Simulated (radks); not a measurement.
Results of a calculation; reference values are marked as such.
The mean radii <r> (bohr) of the occupied orbitals of an atom or ion are listed with their occupations. Level of theory: Dirac Kohn-Sham, PBE, spin-unpolarised, spherical densities, point nucleus (a radial shooting solver on a logarithmic mesh with Libxc functionals).

orbital  occ.     <r>
1s1/2       2  0.1201
2s1/2       2  0.6035
2p1/2       2  0.5648
2p3/2       3  0.5667

Name the element and its charge. Open shells, if any, fill j = l - 1/2 first.

Answer. Z = 13, aluminium, charge +4: Al4+ in [He] 2s2 2p5. The 1s radius gives Z: for a bare nucleus <r> = (2 gamma + 1)/(2Z) with gamma = sqrt(1 - (Z/c)^2), 0.115 bohr for Z = 13, and screening makes it slightly larger (0.1201 here). The occupations add up to 9, and the charge is Z minus that.
